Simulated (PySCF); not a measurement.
## Relaxation of doublet [Sr3Se]+

Level of theory: PySCF, UPBE0, basis Se def2-SVP, Sr def2-SVP with ECP28 (scalar-relativistic core potentials, no spin–orbit coupling, density fitting). A (50,194) grid was used.

A hand-made T-shaped start, of C2v symmetry, held to at least that symmetry:

```xyz
4
charge 1 multiplicity 2, angstrom
Se    0.0000    0.0000   -0.8072
Sr    0.0000    0.0000    2.1426
Sr    2.9480    0.0000   -0.7043
Sr   -2.9480    0.0000   -0.7043
```

Task: What forces act on the atoms at the start (eV/Å)?

Result: 
| atom | Fx | Fy | Fz |
| --- | --- | --- | --- |
| Se1 | 0.00 | 0.00 | 0.20 |
| Sr2 | 0.00 | 0.00 | -0.35 |
| Sr3 | -0.37 | 0.00 | 0.08 |
| Sr4 | 0.37 | 0.00 | 0.08 |

Task: What does it relax to?

Result: It ends at C2v with Se–Sr 2.875 Å (×2), Se–Sr 2.929 Å, Sr–Sr 3.906 Å (×2); Se–Sr–Sr 47.1° (×2), Se–Sr–Sr 48.3° (×2), Sr–Se–Sr 84.6° (×2), Sr–Se–Sr 169.2°, Sr–Sr–Sr 94.2°. A frequency run shows a minimum. Other isomers or separated fragments may lie lower.

Task: How much energy is released, and in how many steps?

Result: 5.0 kJ/mol in 6 steps.
